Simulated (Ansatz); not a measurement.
Cost and result up the ladder for In₉N₉H₂₄, a nanocrystal cut from wurtzite InN (hydrogen-capped) (42 atoms). Charge 0, multiplicity 1. Geometry: PBE-D4/def2-SVP.

Cartesian coordinates in Å:
```
In 1.662 -2.560 3.179
N 0.312 -3.736 1.774
N 1.420 -0.609 2.141
In 2.343 -0.630 0.158
In -0.700 -2.759 0.054
N 0.896 -1.772 -1.064
N 2.147 1.410 -0.610
In 3.182 1.652 -2.564
In 0.043 -0.693 -2.761
N 1.767 0.312 -3.740
In -0.617 0.165 2.346
N -1.770 -1.056 0.908
N -0.595 2.147 1.417
In 0.168 2.344 -0.624
In -2.762 0.060 -0.685
N -1.064 0.906 -1.767
In -2.542 3.191 1.668
N -3.729 1.787 0.327
H 3.256 -3.189 2.852
H 0.773 -2.525 4.680
H 0.861 -4.526 1.401
H -0.418 -4.188 2.347
H 2.004 0.045 2.694
H 3.936 -1.331 0.065
H -1.662 -3.921 -0.823
H 1.445 -2.542 -1.483
H 2.704 1.989 0.044
H 4.678 0.756 -2.534
H 2.860 3.250 -3.187
H -0.842 -1.646 -3.924
H 2.335 -0.420 -4.193
H 1.396 0.865 -4.528
H -1.310 0.079 3.943
H -2.538 -1.473 1.463
H 0.063 2.698 1.996
H 0.082 3.939 -1.321
H -3.933 -0.816 -1.638
H -1.482 1.460 -2.534
H -3.164 2.868 3.266
H -2.507 4.690 0.777
H -4.518 1.419 0.880
H -4.181 2.359 -0.403
```

Ansatz on 2 threads of AMD EPYC 7R13 on a shared host and a share (18 GiB) of an NVIDIA H100 80GB HBM3. Times are rough, and most runs start from the orbitals of an earlier one. PBE0-D4/def2-TZVP serves as the yardstick here, not as an exact answer. Differences are given only for rows in sets of like size (and for xTB, whose basis is part of the method), since another set adds its own error. Binding counts from free atoms at the same level (In doublet, N quartet, H doublet; other spins of the atoms weren't run), without zero-point energy or a counterpoise term.

In the def2 sets In takes a core potential; there is no spin–orbit coupling. Single mean-field runs in def2-SVP, def2-TZVP are fitted with def2-universal-jkfit.

| level | functions | wall time | binding energy per atom (eV) | difference from PBE0-D4/def2-TZVP (eV) |
| --- | --- | --- | --- | --- |
| PBE-D4/def2-SVP | 480 | 7 s | 2.96 | – |
| PBE0-D4/def2-SVP | 480 | 7 s | 2.90 | – |
| PBE-D4/def2-TZVP | 873 | 11 s | 2.97 | 0.06 |
| r2SCAN-D4/def2-TZVP | 873 | 13 s | 2.92 | 0.02 |
| PBE0-D4/def2-TZVP (with forces) | 873 | 15 s | 2.91 | 0.00 |
